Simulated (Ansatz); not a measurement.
```yaml
crystal:
  periodic: [false, false, false]
  atoms:
    - {symbol: Sn, position_ang: [2.035737, 0.470993, 0.827135]}
    - {symbol: Sn, position_ang: [-0.858057, 0.811683, -1.741854]}
    - {symbol: O, position_ang: [-1.436128, -0.234770, -0.036653]}
    - {symbol: O, position_ang: [1.153799, 0.684669, -0.862139]}
    - {symbol: O, position_ang: [-0.827358, -1.112881, 0.510681]}
    - {symbol: O, position_ang: [-0.061177, -0.369579, 1.339172]}
basis:
  gaussian: {orbitals: def2-SVP}
total_charge: 1
magnetization: {spin_polarized: true, initial_magnetization: 1}
hamiltonian: {xc: {name: B2PLYP}}
output: {forces: true}
```

```sh
$ ansatz run in.yaml --threads 4 --pin off --events-out ev --progress --plain --max-ram 4787MiB
```

Shortened log:

```
Functional definition: B2PLYP
1198 factors; integrals over basis functions are off by at most 7.4e-4 eV
mean field evaluation 1: about -19777.2688 eV, gradient 6.9e1 eV
mean field evaluation 2: about -19777.7367 eV, gradient 6.9e1 eV
mean field evaluation 4: about -19796.0283 eV, gradient 2.6e1 eV
mean field evaluation 8: about -19802.8355 eV, gradient 2.8e0 eV
mean field evaluation 16: about -19802.9925 eV, gradient 1.3e-1 eV
mean field evaluation 32: about -19802.9937 eV, gradient 7.1e-5 eV
mean field evaluation 64: about -19771.1139 eV, gradient 4.0e1 eV
mean field -19802.99372929 eV, -727.7465966002 hartree, gradient 6.3e-6 eV, S^2 0.761013; 2 other end points of the search recorded, 0 dependent functions left out
12 core orbitals not correlated: weight in the atoms' cores, before any rotation towards them, 1.000 or more for the frozen orbitals, at most 0.000 for the correlated occupied ones
reference -19802.99387529 eV, -727.7466019656 hartree; 26, 25 occupied and 70, 71 virtual orbitals, 1198 factors
second order -31.10313608 eV of doubles, -0.00000000 eV of singles
Total energy: -19811.39172203 eV, -728.0552171411 hartree
Atom 0 at     2.035737     0.470993     0.827135 Å, force     0.038555    -0.314696     0.728107 eV/Å
Atom 1 at    -0.858057     0.811683    -1.741854 Å, force     2.232560     0.419109     0.147248 eV/Å
Atom 2 at    -1.436128    -0.234770    -0.036653 Å, force    -7.234638     3.941049    -5.726679 eV/Å
Atom 3 at     1.153799     0.684669    -0.862139 Å, force    -2.060548     0.353736    -2.002520 eV/Å
Atom 4 at    -0.827358    -1.112881     0.510681 Å, force     4.901982    -2.429212     4.333695 eV/Å
Atom 5 at    -0.061177    -0.369579     1.339172 Å, force     2.122089    -1.969986     2.520149 eV/Å
Dipole moment:     0.117835     0.248865    -0.383866 e Å
```

It took 7.5 s on 4 threads of INTEL XEON PLATINUM 8581C on a shared host, peak host memory 0.63 GiB.

In the def2 sets Sn takes a core potential; there is no spin–orbit coupling. Correlated methods freeze 12 core orbitals; core or outer-core shells of Sn are correlated, in sets that lack core-valence functions.

The dipole of an ion depends on the origin.
